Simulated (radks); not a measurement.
The numbers below are computed, except where a source is named.
Task: Neutral strontium, [Kr] 5s2. Level of theory: non-relativistic Kohn-Sham, exchange-only B88, spin-polarised, spherical densities, point nucleus (a radial shooting solver on a logarithmic mesh with Libxc functionals). Every spin shell is full or empty, so the densities are truly spherical. Functionals are evaluated on that one density, not self-consistently. Rank these exchange functionals by their error against the exact value of the orbitals, and give that value: LDA, RPBE, WC, G96, EV93, APBE, revTPSS, SCAN, r2SCAN, MS2, TASK, MVS.

Result: Exact: -101.849 hartree. From best to worst, with 100 (|E| - |E exact|)/|E exact| (equal figures are ties): MVS +0.03, r2SCAN -0.04, EV93 -0.07, RPBE -0.17, SCAN +0.23, G96 +0.33, APBE +0.42, MS2 -0.46, revTPSS -0.83, WC -0.94, TASK -2.44, LDA -5.42.
